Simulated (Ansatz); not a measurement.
# Cost against result

Saddle point of CH$_{6}$OZn, singlet (CH₄Zn ([CH3][ZnH]) + H₂O → CH₄OZn ([CH3][Zn][OH]) + H₂; bonds formed: Zn1–O5, H2–H4; bonds broken: Zn1–H2, H4–O5), PBE0-D4/def2-TZVP structure:

```xyz
9
angstrom
Zn -0.0561 -0.1388 -0.2109
H 0.1357 -0.7692 -1.9623
C -0.4032 1.5128 0.7472
H 0.3358 -1.5475 -1.3609
O 0.3082 -2.0845 -0.2028
H -1.3323 1.4298 1.3153
H -0.4938 2.3520 0.0559
H 0.4057 1.7271 1.4489
H 1.1001 -2.4817 0.1698
```

Barriers are electronic and count from the start structure reached by relaxing down the imaginary mode.

Program: Ansatz 0.2.0. Basis: as named in each row. Cores are frozen in the correlated methods. The 3s and 3p shells of Cu and Zn are frozen; filled d shells are correlated. B3LYP uses VWN-RPA correlation. Extrapolation: Hartree–Fock as exp(−7.88 √X), correlation as X^−2.97.

Times are rough, for one single point on 4 threads of a shared host (Arm Neoverse N1).

The estimate by CCSD(T) at an estimated basis limit (MP2 extrapolated from triple and quadruple zeta, plus CCSD(T) − MP2 in triple zeta) is 101.2 kJ/mol.

```json
{"method": "SPW92", "basis": "def2-SVP", "time (s)": "under 1", "barrier (kJ/mol)": "55.8", "method less estimate": "-45.4"}
{"method": "HF", "basis": "STO-3G", "time (s)": "under 1", "barrier (kJ/mol)": "205.9", "method less estimate": "104.8"}
{"method": "PBE-D4", "basis": "def2-SVP", "time (s)": "under 1", "barrier (kJ/mol)": "72.5", "method less estimate": "-28.7"}
{"method": "B3LYP-D4", "basis": "6-31G", "time (s)": "1", "barrier (kJ/mol)": "78.6", "method less estimate": "-22.6"}
{"method": "PBE0-D4", "basis": "def2-SVP", "time (s)": "1", "barrier (kJ/mol)": "88.4", "method less estimate": "-12.7"}
{"method": "SPW92", "basis": "def2-TZVPP", "time (s)": "1", "barrier (kJ/mol)": "67.4", "method less estimate": "-33.8"}
{"method": "PBE-D4", "basis": "def2-TZVPP", "time (s)": "2", "barrier (kJ/mol)": "83.4", "method less estimate": "-17.7"}
{"method": "BLYP-D4", "basis": "def2-TZVPP", "time (s)": "2", "barrier (kJ/mol)": "90.6", "method less estimate": "-10.6"}
{"method": "BHLYP-D4", "basis": "def2-TZVPP", "time (s)": "3", "barrier (kJ/mol)": "112.4", "method less estimate": "11.2"}
{"method": "B3LYP-D4", "basis": "def2-TZVPP", "time (s)": "3", "barrier (kJ/mol)": "99.5", "method less estimate": "-1.7"}
{"method": "CAM-B3LYP-D4", "basis": "def2-TZVPP", "time (s)": "3", "barrier (kJ/mol)": "102.2", "method less estimate": "1.1"}
{"method": "PBE0-D4", "basis": "def2-TZVPP", "time (s)": "3", "barrier (kJ/mol)": "95.4", "method less estimate": "-5.7"}
{"method": "CCSD(T)", "basis": "def2-SVP", "time (s)": "4", "barrier (kJ/mol)": "106.2", "method less estimate": "5.1"}
{"method": "r2SCAN-D4", "basis": "def2-TZVPP", "time (s)": "4", "barrier (kJ/mol)": "90.2", "method less estimate": "-11.0"}
{"method": "PBE-D4", "basis": "STO-3G", "time (s)": "5", "barrier (kJ/mol)": "80.5", "method less estimate": "-20.7"}
{"method": "r2SCAN0-D4", "basis": "def2-TZVPP", "time (s)": "5", "barrier (kJ/mol)": "98.9", "method less estimate": "-2.3"}
{"method": "RPA on PBE", "basis": "def2-TZVPP", "time (s)": "6", "barrier (kJ/mol)": "105.3", "method less estimate": "4.1"}
{"method": "wB97M-V", "basis": "def2-SVP", "time (s)": "6", "barrier (kJ/mol)": "98.1", "method less estimate": "-3.0"}
{"method": "B2PLYP", "basis": "def2-TZVPP", "time (s)": "6", "barrier (kJ/mol)": "101.1", "method less estimate": "-0.1"}
{"method": "PBE-QIDH", "basis": "def2-TZVPP", "time (s)": "6", "barrier (kJ/mol)": "101.5", "method less estimate": "0.4"}
{"method": "wB97X-V", "basis": "def2-TZVPP", "time (s)": "8", "barrier (kJ/mol)": "104.5", "method less estimate": "3.3"}
{"method": "B97M-V", "basis": "def2-TZVPP", "time (s)": "10", "barrier (kJ/mol)": "105.6", "method less estimate": "4.5"}
{"method": "wB97M-V", "basis": "def2-TZVPP", "time (s)": "10", "barrier (kJ/mol)": "106.3", "method less estimate": "5.1"}
{"method": "MP2", "basis": "def2-QZVPP", "time (s)": "19", "barrier (kJ/mol)": "97.9", "method less estimate": "-3.3"}
{"method": "CCSD(T)", "basis": "def2-TZVPP", "time (s)": "95", "barrier (kJ/mol)": "105.6", "method less estimate": "4.5"}
```

All methods are single points on the PBE0-D4 structures.

T1 diagnostic: at most 0.016.

The step is the kind of ligand exchange by which a precursor binds to a hydroxyl group, or is hydrolysed, in atomic layer deposition of oxides.

Labels in which every atom is bracketed show which atoms are joined, not bond orders.
